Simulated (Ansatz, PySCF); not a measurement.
Gas-phase reaction (SMILES): COc1cscn1 + 4 C (CH4) + N (NH3) + O (H2O) + S (H2S) → C=C (C2H4) + C=N (CH3N) + CN (CH5N) [methanamine] + 2 CO (CH4O) + 2 CS (CH4S) [methanethiol]; bond separation energy.

Each molecule is optimised on its own at B3LYP-D3(BJ)/def2-TZVP (Ansatz, a program for electronic structure), one conformer each, not searched for the lowest. Correlated levels leave the core frozen unless marked. Spin-orbit coupling is left out. No relativistic terms. CBS marks a two-point X^-3 extrapolation of the correlation energy; Hartree-Fock from the larger set. [CCSD(T)-MP2]/basis is that difference in the basis named. Unstable Hartree-Fock reference: COc1cscn1. Thermal terms are rigid-rotor harmonic-oscillator values from B3LYP-D3(BJ) frequencies (PySCF) at 298.15 K and 1 atm. 1 Eh = 627.5095 kcal/mol.

| species | E, RI-MP2/CBS(aug-cc-pV(T+d)Z,aug-cc-pV(Q+d)Z)+[CCSD(T)-MP2]/aug-cc-pV(T+d)Z (Ansatz) (Eh) | E, wB97X-V/def2-TZVPD (Ansatz) (Eh) | H - E (Eh) | G - E (Eh) |
|---|---|---|---|---|
| COc1cscn1 | -682.83367 | -683.55664 | 0.09502 | 0.05637 |
| C (CH4) | -40.46129 | -40.51531 | 0.04840 | 0.02728 |
| C=C (C2H4) | -78.48011 | -78.58890 | 0.05494 | 0.03009 |
| C=N (CH3N) | -94.52259 | -94.63451 | 0.04365 | 0.01788 |
| CN (CH5N) | -95.75128 | -95.86394 | 0.06816 | 0.04085 |
| CO (CH4O) | -115.61566 | -115.73216 | 0.05533 | 0.02827 |
| CS (CH4S) | -438.22550 | -438.65488 | 0.05042 | 0.02163 |
| N (NH3) | -56.50756 | -56.56167 | 0.03799 | 0.01614 |
| O (H2O) | -76.37791 | -76.43464 | 0.02495 | 0.00353 |
| S (H2S) | -398.97028 | -399.34268 | 0.01881 | -0.00454 |

**Question.** Work out ΔE and ΔH, ΔG, ΔS and the equilibrium constant at 298.15 K at the first level, then ΔH at the second.

**Answer.** 
1. ΔE = [(-78.48011) + (-94.52259) + (-95.75128) + 2×(-115.61566) + 2×(-438.22550)] - [(-682.83367) + 4×(-40.46129) + (-56.50756) + (-76.37791) + (-398.97028)] = 0.09828 Eh = 61.7 kcal/mol at RI-MP2/CBS(aug-cc-pV(T+d)Z,aug-cc-pV(Q+d)Z)+[CCSD(T)-MP2]/aug-cc-pV(T+d)Z.
2. The terms H - E add up to 0.00788 Eh, so ΔH = (0.09828 + (0.00788))×627.5095 = 66.6 kcal/mol.
3. The terms G - E add up to 0.00800 Eh, so ΔG = 66.7 kcal/mol, and ΔS = (0.00788 - (0.00800))×627509.5/298.15 = -0.3 cal/(mol K).
4. log10 K = -ΔG/(RT ln 10) = -48.9, with RT ln 10 = 1.3642 kcal/mol.
5. At wB97X-V/def2-TZVPD the same steps give ΔE = 59.9 and ΔH = 64.8 kcal/mol, a shift of -1.8 from the first level.
6. These values are not checked against measurement here, since the tables used lack a sound gas-phase enthalpy of formation for at least one species.
